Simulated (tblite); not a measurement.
Species: C₅H₇F₃SeSi.
Atom-mapped SMILES: `[CH3:1][C:2]#[C:3][C:4]([F:5])([F:6])[CH2:7][Se:8][SiH2:9][F:10]` (hydrogens: H11, H12, H13 on C1; H14, H15 on C7; H16, H17 on Si9)

Computed with GFN2-xTB (tblite), gas phase: L-BFGS steps from a force-field or distance-geometry start until the largest atomic force falls under 0.01 eV/Å.

Step 23: E = -909.0410 eV
```
atom  x, y, z in Å  |  force x, y, z in eV/Å
C1     -3.8656    0.8105   -0.5349   -0.053   0.019   0.028
C2     -2.6179    0.1933   -0.1722   -0.082   0.003  -0.047
C3     -1.5683   -0.2903    0.1459    0.031  -0.037  -0.024
C4     -0.3027   -0.8984    0.5116    0.056   0.004   0.059
F5     -0.4217   -1.6183    1.6692   -0.045   0.007  -0.001
F6      0.0838   -1.8199   -0.4230    0.006   0.021  -0.046
C7      0.7923    0.1400    0.6873    0.121  -0.025   0.002
Se8     2.4314   -0.7636    1.3390    0.028   0.027   0.030
Si9     3.9169   -0.2223   -0.2894    0.004   0.000   0.015
F10     3.5169    1.2142   -0.9047   -0.018  -0.080   0.082
H11    -4.5738    0.7070    0.2838   -0.022   0.027   0.076
H12    -4.2920    0.3346   -1.4151    0.078  -0.043  -0.059
H13    -3.7024    1.8663   -0.7401   -0.025   0.049  -0.015
H14     0.4933    0.8727    1.4385   -0.037  -0.041  -0.030
H15     1.0019    0.6342   -0.2593   -0.029   0.013  -0.022
H16     5.1749   -0.0634    0.4114    0.047   0.054  -0.073
H17     3.9259   -1.0845   -1.4590   -0.061   0.002   0.025
```

Step 24: E = -909.0435 eV
```
atom  x, y, z in Å  |  force x, y, z in eV/Å
C1     -3.8639    0.8100   -0.5325   -0.061   0.020   0.016
C2     -2.6152    0.1939   -0.1725   -0.097   0.016  -0.028
C3     -1.5653   -0.2910    0.1422    0.022  -0.002  -0.016
C4     -0.2995   -0.8959    0.5091    0.056  -0.024   0.055
F5     -0.4201   -1.6172    1.6651   -0.043   0.002   0.032
F6      0.0861   -1.8172   -0.4247    0.030  -0.009  -0.079
C7      0.7970    0.1398    0.6857    0.104  -0.022  -0.001
Se8     2.4322   -0.7648    1.3442   -0.017   0.012   0.072
Si9     3.9078   -0.2238   -0.2831    0.093   0.003  -0.045
F10     3.5029    1.2121   -0.8959   -0.019  -0.073   0.076
H11    -4.5751    0.7069    0.2842    0.002   0.021   0.075
H12    -4.2871    0.3337   -1.4130    0.053  -0.061  -0.083
H13    -3.7034    1.8652   -0.7410   -0.014   0.063  -0.003
H14     0.4974    0.8746    1.4326   -0.050  -0.016   0.015
H15     1.0062    0.6347   -0.2600   -0.010   0.008  -0.048
H16     5.1751   -0.0634    0.4026    0.023   0.054  -0.067
H17     3.9180   -1.0855   -1.4538   -0.069   0.006   0.029
```

Step 25: E = -909.0464 eV
```
atom  x, y, z in Å  |  force x, y, z in eV/Å
C1     -3.8635    0.8101   -0.5298   -0.049   0.014  -0.009
C2     -2.6131    0.1946   -0.1729   -0.072   0.017   0.007
C3     -1.5621   -0.2917    0.1375   -0.002   0.046  -0.009
C4     -0.2952   -0.8937    0.5069    0.027  -0.042   0.016
F5     -0.4197   -1.6160    1.6612   -0.030  -0.001   0.049
F6      0.0888   -1.8147   -0.4280    0.049  -0.025  -0.082
C7      0.8040    0.1392    0.6839    0.039  -0.011  -0.005
Se8     2.4330   -0.7655    1.3513   -0.037  -0.003   0.104
Si9     3.8998   -0.2255   -0.2765    0.161  -0.009  -0.079
F10     3.4876    1.2089   -0.8847   -0.026  -0.041   0.058
H11    -4.5770    0.7074    0.2859    0.031   0.016   0.052
H12    -4.2806    0.3315   -1.4121    0.022  -0.060  -0.077
H13    -3.7050    1.8652   -0.7422   -0.010   0.052   0.014
H14     0.5010    0.8758    1.4265   -0.053   0.003   0.051
H15     1.0102    0.6355   -0.2615    0.015  -0.008  -0.056
H16     5.1767   -0.0622    0.3909    0.011   0.053  -0.052
H17     3.9082   -1.0868   -1.4473   -0.076   0.000   0.020
```

Task: Estimate the geometry and energy of step 26. (The exact step hangs on the optimiser's Hessian estimate; all steps are aligned on step 25, rigid shifts and turns removed.)

Result: E = -909.0491 eV, largest force 0.182 eV/Å
```
atom  x, y, z in Å  |  force x, y, z in eV/Å
C1     -3.8642    0.8106   -0.5276   -0.020   0.002  -0.035
C2     -2.6120    0.1956   -0.1727   -0.019   0.008   0.044
C3     -1.5591   -0.2914    0.1324   -0.025   0.083  -0.003
C4     -0.2908   -0.8926    0.5047   -0.016  -0.040  -0.035
F5     -0.4203   -1.6150    1.6581   -0.010   0.000   0.039
F6      0.0921   -1.8131   -0.4325    0.053  -0.022  -0.052
C7      0.8113    0.1384    0.6822   -0.047   0.004  -0.007
Se8     2.4333   -0.7659    1.3604   -0.021  -0.008   0.100
Si9     3.8950   -0.2276   -0.2710    0.166  -0.028  -0.069
F10     3.4727    1.2050   -0.8725   -0.032  -0.001   0.033
H11    -4.5787    0.7081    0.2884    0.055   0.010   0.014
H12    -4.2738    0.3283   -1.4124   -0.006  -0.040  -0.046
H13    -3.7069    1.8663   -0.7432   -0.013   0.022   0.028
H14     0.5038    0.8767    1.4215   -0.047   0.006   0.063
H15     1.0137    0.6364   -0.2639    0.040  -0.034  -0.041
H16     5.1795   -0.0594    0.3777    0.023   0.053  -0.026
H17     3.8974   -1.0882   -1.4405   -0.079  -0.018  -0.006
```

The energy changes by -0.0027 eV. The first-order estimate −F·Δx gives -0.0038 eV and the mean of the old and new forces, exact on a quadratic surface, -0.0028 eV. The step makes an angle of 71° with the force vector and moves no atom by more than 0.020 Å.

The cost below is that of the whole relaxation. Hardware: an Arm Neoverse V1 with one thread, shared host with 32 logical CPUs at a one-minute load of 5.7. Cost: 1.0 s.
